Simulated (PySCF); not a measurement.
# Broadened absorption spectrum of [C5H4ClO]+

C₅H₄ClO (charge +1).
Numbering: `[Cl:1][c:2]1[cH:3][cH:4][o+:5][cH:6][cH:7]1` (hydrogens: H8 on C3; H9 on C4; H10 on C6; H11 on C7)

Structure used (GFN2-xTB), in Å, numbered top down from 1:
```
atom  x, y, z in Å
Cl1   -1.9661    2.0392    0.0001
C2    -0.8010    0.8311   -0.0019
C3    -1.1594   -0.5340   -0.0123
C4    -0.1624   -1.4734   -0.0136
O5     1.1112   -1.1512   -0.0040
C6     1.4790    0.1099    0.0071
C7     0.5761    1.1401    0.0075
H8    -2.1953   -0.8347   -0.0186
H9    -0.3441   -2.5421   -0.0221
H10    2.5536    0.2531    0.0162
H11    0.9139    2.1645    0.0157
```

Level of theory: PySCF 2.14.0, density-fitted response routines, TDDFT CAM-B3LYP/def2-SVPD, vertical, gas phase, core orbitals frozen in the response.

Each state is given a Gaussian of 0.5 eV full width at half maximum, with ε(max) = 2.175×10⁸ f / Δν̃ (Δν̃ the width in cm⁻¹). The width is an assumption, not a result. The curve ends short of the highest state used, and states not computed would add to its high-energy end.

| λ (nm) | ε (L mol⁻¹ cm⁻¹) |
| --- | --- |
| 178.5 | 10768 |
| 182.7 | 7159 |
| 187.0 | 4592 |
| 191.2 | 2220 |
| 195.5 | 724 |
| 199.7 | 182 |
| 204.0 | 120 |
| 208.3 | 524 |
| 212.5 | 1948 |
| 216.8 | 5313 |
| 221.0 | 10455 |
| 225.3 | 15845 |
| 229.5 | 18667 |
| 233.8 | 17688 |
| 238.1 | 13717 |
| 242.3 | 9001 |
| 246.6 | 4991 |
| 250.8 | 2444 |
| 255.1 | 1036 |
| 259.3 | 402 |
| 263.6 | 138 |
| 267.9 | 43 |
| 272.1 | 13 |
| 276.4 | 3 |

(1) Locate the maxima and give the states behind the curve.

(2) Coming from long wavelengths, where does ε first pass 100 L mol⁻¹ cm⁻¹?

(3) On this curve, what absorbance would a 10⁻³ mol/L sample give at 193 nm over a 1 cm path?

## Answers

(1) 231 nm (5.38 eV), ε about 19000, made up of S2 (33%) and S3 (67%) (ε in L mol⁻¹ cm⁻¹; maxima over ε = 5, shares over 10%). At its high-energy end, 6.95 eV, the curve is still rising (ε about 11000, from S5 and S6). The states used: S1 5.24 eV (f 0.0000); S2 5.33 eV (f 0.119); S3 5.40 eV (f 0.234); S4 6.65 eV (f 0.0029); S5 6.77 eV (f 0.096); S6 7.24 eV (f 0.333); S7 7.28 eV (f 0.0014); S8 7.55 eV (f 0.0000).

(2) At about 265 nm (4.68 eV), 0.55 eV below S1.

(3) 193 nm is 6.424 eV, where ε is about 1500 L mol⁻¹ cm⁻¹, so A = ε c l ≈ 1.5 (Beer–Lambert, with the gas-phase spectrum and the assumed width).
